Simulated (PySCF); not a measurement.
Input file for PySCF: R-B3LYP/6-31G* on CH5N (SMILES CN) with ghost functions, monomers drawn apart or pushed together.

```python
from pyscf import gto, scf, dft, mp
from pyscf.data.elements import chemcore

mol = gto.M(
    atom='''
    C    -0.23789016   -0.82506165    5.19201276
    N     0.67956027   -0.15581174    4.24053732
    H    -1.08424334   -0.16682147    5.37637489
    H     0.25324419   -1.06399233    6.13605677
    H    -0.60754303   -1.73834183    4.73064633
    H     1.04590917    0.69992978    4.64905869
    H     1.48442533   -0.74794242    4.05351157
    ghost-Al   -0.32761636    0.59589039    1.67060197
    ghost-H   -0.75494524   -0.86569892    1.18550596
    ghost-H    0.92990965    1.27227927    0.95262748
    ghost-H   -1.49152111    1.56324468    2.18414292
    ''',
    basis='6-31g*',
    cart=True,
    charge=0, spin=0, verbose=3, max_memory=1800)
mf = dft.RKS(mol, xc='b3lyp')
mf.conv_tol = 1e-8
mf.max_cycle = 100
mf.kernel()
if not mf.converged:
    mf = mf.newton().run(mf.mo_coeff, mf.mo_occ)
```

The log:

```
converged SCF energy = -95.8560785009429
```

Self-consistency was reached.

Cost: around 3 core-seconds (rough).
